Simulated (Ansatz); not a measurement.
A structure relaxed at PBE0-D4/def2-TZVP, charge 0, multiplicity 1:

```xyz
10

F     0.844    0.931    2.043
Si   -0.082    1.535    0.877
B    -0.399    0.249   -0.616
Si    0.288   -1.632   -0.684
H    -1.371    1.938    1.505
H     0.602    2.752    0.354
H    -1.112    0.644   -1.495
H    -0.746   -2.412    0.064
H     1.590   -1.811    0.010
H     0.387   -2.194   -2.058
```

(1) Give its formula and SMILES.

(2) Summarise the bond lengths by kind.

## Answers

(1) BFH6Si2, `F[SiH2]B[SiH3]`.

(2) 1 × F–Si 1.608 Å; 2 × B–Si 1.996 to 2.004 Å; 5 × H–Si 1.487 to 1.496 Å; 1 × B–H 1.199 Å.

All numbers were calculated with Ansatz.
